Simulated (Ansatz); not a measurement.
Molecule: sum formula TaOF, net charge 0, triplet state. This is an excited triplet: at this geometry the singlet lies 0.24 eV lower at RI-MP2/CBS(def2-TZVPPD,def2-QZVPPD)+[CCSD(T)-MP2]/def2-TZVPPD. 
Coordinates optimised at B3LYP-D3(BJ)/def2-TZVP (Ansatz, a quantum-chemistry and plane-wave program):
SMILES: [O]=[Ta][F]
```xyz
3

Ta     0.0818    -0.1152     0.1096
O      1.0664     0.2131    -1.2605
F     -1.6116     0.7451     0.2312
```
Charge 0, spin multiplicity 3.

Basis-set convergence of Hartree-Fock and CCSD correlation energies (hartree) with Ansatz. Cores are frozen in the correlated levels unless marked. UHF or UKS for open shells. No spin-orbit coupling. The frozen core is the preceding noble-gas configuration, with the filled d and f shells of earlier blocks. Past Kr the def2 sets carry scalar-relativistic core potentials.

| basis | functions | E(HF) | E(corr, CCSD) |
|---|---|---|---|
| def2-SVPD | 81 | -230.61410 | -0.50081 |
| def2-TZVPPD | 139 | ___ | ___ |

Question: Complete the blanks.

Answer: 
- def2-TZVPPD, E(HF): -230.84531
- def2-TZVPPD, E(corr, CCSD): -0.60907
